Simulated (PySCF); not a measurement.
PySCF input for C2H4BFO2, SMILES FB1COCO1, PBE-D3(BJ)/def2-SVP. The structure is a stationary point at PBE-D3(BJ)/def2-SVP. This is a generated structure with no PubChem entry under its InChIKey; it may be hypothetical. The values are those of a single conformer.

```python
import numpy as np
from pyscf import gto, scf, dft, df
from pyscf.hessian import thermo

mol = gto.M(
    atom='''
    F    -1.64092769    1.14044577   -0.77977496
    B    -0.63053630    0.41644099   -0.30500845
    C    -0.60047591   -1.09197691    0.18193977
    O     0.68453403   -1.13669089    0.83170086
    C     1.47765224   -0.12660032    0.26745748
    O     0.62410167    0.93570778   -0.18407386
    H    -0.66476651   -1.81978591   -0.66722686
    H    -1.38318580   -1.37740344    0.91409803
    H     2.17814907    0.25751039    1.03876947
    H     2.05869030   -0.48720963   -0.62002328
    ''',
    basis='def2-SVP',
    charge=0,
    spin=0,
    max_memory=1600,
    verbose=3,
)
mf = dft.RKS(mol, xc='pbe').density_fit(auxbasis='def2-universal-jkfit')
mf.disp = 'd3bj'
mf.grids.level = 3
mf.conv_tol = 1e-11
mf.max_cycle = 100
mf.kernel()

# [left out here: the lines that compute and print the analytic Hessian (its translational invariance restored by hand, since the grid's response is missing), thermochemistry and intensities]
```

It prints:

```
converged SCF energy = -353.200942844949

WARN: DFTD3 does not support analytical Hessian, using finite difference


WARN: Mole.unit (angstrom) is changed to Bohr

Mode                                 0                   1                   2
Irrep
Freq [cm^-1]                      163.3475            208.3958            362.5162
Reduced mass [au]                   3.3247              2.6113              6.6844
Force const [Dyne/A]                0.0523              0.0668              0.5176
Char temp [K]                     235.0207            299.8352            521.5801
Normal mode                   x     y     z       x     y     z       x     y     z
       0   F                 0.02 -0.02 -0.08   -0.01  0.03  0.07   -0.07 -0.12  0.03
       1   B                -0.01  0.01  0.04    0.00 -0.02 -0.04    0.08  0.06 -0.02
       2   C                -0.05  0.04  0.11   -0.01 -0.00 -0.01   -0.03  0.10 -0.04
       3   O                 0.05 -0.08 -0.11   -0.00 -0.03 -0.04   -0.05  0.00 -0.02
       4   C                 0.01  0.03  0.01    0.01  0.06  0.11    0.02 -0.04  0.02
       5   O                -0.02  0.02  0.06    0.02 -0.05 -0.13    0.09  0.05  0.01
       6   H                -0.29 -0.01  0.17   -0.08 -0.04  0.03   -0.10  0.08 -0.02
       7   H                 0.03  0.18  0.25   -0.01  0.06  0.03   -0.08  0.22 -0.05
       8   H                -0.05  0.01  0.08   -0.22  0.17  0.28    0.03 -0.10  0.04
       9   H                 0.09  0.15  0.02    0.29  0.10  0.28    0.01 -0.05  0.02
Mode                                 3                   4                   5
Irrep
Freq [cm^-1]                      443.6797            551.9621            702.1890
Reduced mass [au]                   2.2957             10.9397              9.2642
Force const [Dyne/A]                0.2663              1.9637              2.6913
Char temp [K]                     638.3564            794.1505           1010.2936
Normal mode                   x     y     z       x     y     z       x     y     z
       0   F                -0.02 -0.01 -0.05   -0.13  0.07 -0.04    0.02  0.00  0.01
       1   B                -0.05  0.08  0.17   -0.03  0.05 -0.10    0.04  0.03 -0.02
       2   C                 0.01  0.04  0.02    0.07  0.03  0.01    0.05 -0.02  0.03
       3   O                 0.01 -0.03 -0.00    0.07 -0.05  0.04    0.02 -0.14  0.05
       4   C                 0.01 -0.02  0.02    0.05 -0.07  0.04   -0.10 -0.01  0.01
       5   O                 0.02 -0.03 -0.06    0.01 -0.04  0.03   -0.01  0.14 -0.07
       6   H                 0.14  0.36 -0.28    0.06 -0.02  0.06    0.05  0.02 -0.00
       7   H                 0.04 -0.37 -0.12    0.06  0.08  0.01   -0.03 -0.01 -0.04
       8   H                -0.03  0.01  0.04    0.06 -0.03  0.01   -0.07  0.02 -0.04
       9   H                 0.05 -0.02  0.05    0.03 -0.05  0.02   -0.18 -0.03 -0.02
Mode                                 6                   7                   8
Irrep
Freq [cm^-1]                      789.3561            865.8623            935.2960
Reduced mass [au]                   3.6559              2.2167              4.4069
Force const [Dyne/A]                1.3421              0.9792              2.2713
Char temp [K]                    1135.7076           1245.7830           1345.6827
Normal mode                   x     y     z       x     y     z       x     y     z
       0   F                -0.05  0.03 -0.03    0.01 -0.01 -0.02    0.02 -0.00  0.00
       1   B                 0.00  0.05  0.06   -0.04  0.04  0.14   -0.00  0.01  0.00
       2   C                -0.04 -0.17 -0.00    0.06  0.01 -0.13    0.16  0.03  0.05
       3   O                -0.02  0.04 -0.02    0.01 -0.02  0.04   -0.05  0.07 -0.09
       4   C                 0.04 -0.03  0.02   -0.01  0.00 -0.00   -0.09 -0.09  0.04
       5   O                 0.08  0.08 -0.02   -0.03 -0.03 -0.03   -0.03 -0.00 -0.01
       6   H                -0.04 -0.34  0.15   -0.16 -0.26  0.14    0.11 -0.04  0.10
       7   H                 0.09 -0.16  0.15   -0.02  0.53 -0.00    0.23  0.02  0.12
       8   H                 0.01 -0.11  0.08   -0.02  0.07 -0.03   -0.12 -0.18  0.11
       9   H                 0.06 -0.01  0.03   -0.02 -0.01  0.00   -0.06 -0.07  0.05
Mode                                 9                  10                  11
Irrep
Freq [cm^-1]                      988.5896           1064.3970           1112.8842
Reduced mass [au]                   9.0332              4.6131              1.5701
Force const [Dyne/A]                5.2015              3.0793              1.1457
Char temp [K]                    1422.3604           1531.4303           1601.1925
Normal mode                   x     y     z       x     y     z       x     y     z
       0   F                 0.03 -0.01  0.01    0.01 -0.02  0.01    0.01 -0.01  0.00
       1   B                -0.02 -0.02 -0.01    0.05  0.09 -0.02    0.03  0.05 -0.01
       2   C                -0.07  0.04 -0.04   -0.09  0.00 -0.05   -0.01  0.01  0.00
       3   O                 0.06  0.03  0.01    0.11  0.04 -0.01    0.01  0.01  0.04
       4   C                 0.10 -0.14  0.07   -0.14 -0.02  0.05   -0.02 -0.08 -0.13
       5   O                -0.12  0.07 -0.04    0.02 -0.06  0.01   -0.02  0.01  0.04
       6   H                -0.06  0.04 -0.04   -0.01 -0.10  0.04    0.12 -0.06  0.06
       7   H                 0.06 -0.03  0.06    0.15 -0.16  0.13   -0.02 -0.05 -0.03
       8   H                 0.09 -0.09  0.06   -0.04  0.11 -0.10   -0.51  0.23  0.15
       9   H                 0.06  0.01 -0.01   -0.22  0.04 -0.03    0.47  0.07  0.12
Mode                                12                  13                  14
Irrep
Freq [cm^-1]                     1160.7211           1190.4995           1206.9549
Reduced mass [au]                   1.1396              1.1231              1.8158
Force const [Dyne/A]                0.9046              0.9378              1.5585
Char temp [K]                    1670.0192           1712.8638           1736.5393
Normal mode                   x     y     z       x     y     z       x     y     z
       0   F                -0.00  0.00 -0.00   -0.01  0.01 -0.00   -0.03  0.02 -0.01
       1   B                -0.00 -0.03 -0.02    0.01 -0.02 -0.00   -0.01 -0.09  0.03
       2   C                 0.04 -0.02 -0.04    0.00 -0.02 -0.00   -0.01 -0.06  0.03
       3   O                -0.02  0.00  0.05    0.03  0.02  0.05    0.08  0.06 -0.03
       4   C                -0.01  0.01 -0.03   -0.04  0.00 -0.03   -0.07 -0.04  0.01
       5   O                 0.01  0.01  0.02    0.02 -0.02 -0.02    0.04  0.03  0.01
       6   H                -0.63  0.27 -0.27   -0.12  0.13 -0.12   -0.07  0.25 -0.22
       7   H                 0.42 -0.10  0.31   -0.03  0.09 -0.01   -0.36  0.33 -0.19
       8   H                -0.08  0.11 -0.02   -0.08 -0.59  0.30   -0.11  0.03  0.02
       9   H                 0.04 -0.15  0.08    0.04  0.58 -0.21    0.01 -0.30  0.16
Mode                                15                  16                  17
Irrep
Freq [cm^-1]                     1290.9276           1378.3527           1403.1519
Reduced mass [au]                   2.4786              1.6864              1.1453
Force const [Dyne/A]                2.4336              1.8877              1.3285
Char temp [K]                    1857.3574           1983.1427           2018.8231
Normal mode                   x     y     z       x     y     z       x     y     z
       0   F                -0.01 -0.00  0.00    0.03 -0.03  0.02   -0.01  0.01 -0.01
       1   B                 0.11  0.11 -0.01   -0.02  0.14 -0.05    0.02 -0.04  0.02
       2   C                 0.03 -0.11  0.06    0.02 -0.04  0.02    0.05  0.05  0.01
       3   O                -0.04  0.02 -0.02    0.03  0.01  0.00    0.01  0.02 -0.00
       4   C                 0.04 -0.03  0.03    0.02  0.06 -0.03    0.00 -0.04  0.02
       5   O                -0.07 -0.04 -0.01   -0.06 -0.02 -0.00    0.01  0.00 -0.00
       6   H                -0.11  0.20 -0.21   -0.25 -0.05  0.04   -0.52 -0.20  0.24
       7   H                -0.17  0.19 -0.04   -0.18 -0.11 -0.20   -0.24 -0.39 -0.45
       8   H                 0.05  0.28 -0.13    0.05 -0.40  0.18   -0.07  0.18 -0.03
       9   H                -0.07  0.26 -0.16    0.05 -0.41  0.20   -0.09  0.17 -0.12
Mode                                18                  19                  20
Irrep
Freq [cm^-1]                     1461.6007           1486.6525           2886.1277
Reduced mass [au]                   1.4727              2.4082              1.0713
Force const [Dyne/A]                1.8537              3.1358              5.2575
Char temp [K]                    2102.9180           2138.9619           4152.4952
Normal mode                   x     y     z       x     y     z       x     y     z
       0   F                -0.03  0.02 -0.02   -0.05  0.03 -0.02    0.00 -0.00  0.00
       1   B                 0.12 -0.04  0.04    0.19 -0.06  0.06   -0.00 -0.00 -0.00
       2   C                -0.02  0.02 -0.01   -0.01  0.03 -0.01    0.00  0.01  0.01
       3   O                 0.00 -0.00 -0.00   -0.01 -0.01  0.00    0.00  0.00 -0.00
       4   C                 0.06  0.04 -0.02   -0.05  0.02 -0.01    0.05 -0.02 -0.05
       5   O                -0.04 -0.02 -0.00   -0.06 -0.01 -0.01    0.00 -0.00  0.00
       6   H                 0.08 -0.02  0.02   -0.01 -0.04  0.05   -0.00 -0.13 -0.15
       7   H                 0.06 -0.02  0.06    0.05 -0.08  0.00   -0.03 -0.01  0.03
       8   H                -0.40 -0.02  0.40    0.28 -0.21 -0.19   -0.11 -0.07 -0.14
       9   H                -0.45 -0.28 -0.20    0.34 -0.05  0.26   -0.46  0.31  0.74
Mode                                21                  22                  23
Irrep
Freq [cm^-1]                     2898.6491           3020.4854           3034.8426
Reduced mass [au]                   1.0727              1.0981              1.0911
Force const [Dyne/A]                5.3101              5.9026              5.9209
Char temp [K]                    4170.5106           4345.8060           4366.4629
Normal mode                   x     y     z       x     y     z       x     y     z
       0   F                 0.00 -0.00  0.00   -0.00  0.00 -0.00   -0.00  0.00 -0.00
       1   B                -0.00  0.00 -0.00    0.00 -0.00  0.00    0.00 -0.00 -0.00
       2   C                -0.01 -0.05 -0.05   -0.00 -0.00  0.01    0.05  0.01 -0.06
       3   O                -0.00  0.00 -0.00   -0.00 -0.00  0.00    0.00  0.00  0.00
       4   C                 0.01 -0.00 -0.01   -0.04 -0.03 -0.07   -0.01 -0.00 -0.01
       5   O                 0.00 -0.00  0.00    0.00  0.00  0.00   -0.00 -0.00 -0.00
       6   H                 0.03  0.61  0.70   -0.00 -0.02 -0.02    0.01  0.10  0.09
       7   H                 0.10  0.01 -0.11    0.07  0.02 -0.06   -0.65 -0.25  0.63
       8   H                -0.02 -0.01 -0.02    0.58  0.33  0.65    0.06  0.03  0.07
       9   H                -0.11  0.06  0.16   -0.09  0.05  0.13   -0.00  0.00  0.00
temperature 298.1500 [K]
pressure 101325.00 [Pa]
Rotational constants [GHz] 7.63065 3.19199 2.34164
Symmetry number 1
Zero-point energy (ZPE) 0.06973 [Eh]   183073.153 [J/mol]
                           tot       elec      trans        rot        vib
Entropy [J/mol/K]       308.879      0.000    164.847    109.352     34.680
Cv [J/mol/K]             76.913      0.000     12.472     12.472     51.969
Cp [J/mol/K]             85.227      0.000     20.786     12.472     51.969
Internal energy [J/mol]                      3718.434   3718.434 189525.640
Internal energy [Eh]   -353.12592  -353.20094
Enthalpy [J/mol]                             6197.391   3718.434 189525.640
Enthalpy [Eh]          -353.12498
Gibbs free energy [J/mol]                  -42951.651 -28884.785 179185.682
Gibbs free energy [Eh] -353.16006
mode   freq/cm-1   IR/(km/mol)
   1      163.35         9.068
   2      208.40         4.611
   3      362.52         2.762
   4      443.68        10.564
   5      551.96         2.688
   6      702.19         0.213
   7      789.36        20.464
   8      865.86         9.967
   9      935.30        33.021
  10      988.59       108.882
  11     1064.40        50.767
  12     1112.88         7.819
  13     1160.72         3.346
  14     1190.50         4.853
  15     1206.95        57.181
  16     1290.93       152.290
  17     1378.35        80.888
  18     1403.15        46.421
  19     1461.60       126.556
  20     1486.65       199.891
  21     2886.13       102.044
  22     2898.65        43.191
  23     3020.49        41.033
  24     3034.84         8.766
max |gradient| / (hartree/bohr): 0.00020301872237318312
APT charges: [-0.5458  1.1173  0.1502 -0.6602  0.8886 -0.7899 -0.036   0.0159 -0.0393
 -0.1007]
```

Self-consistency was reached.

Cost: very roughly 120 core-seconds.
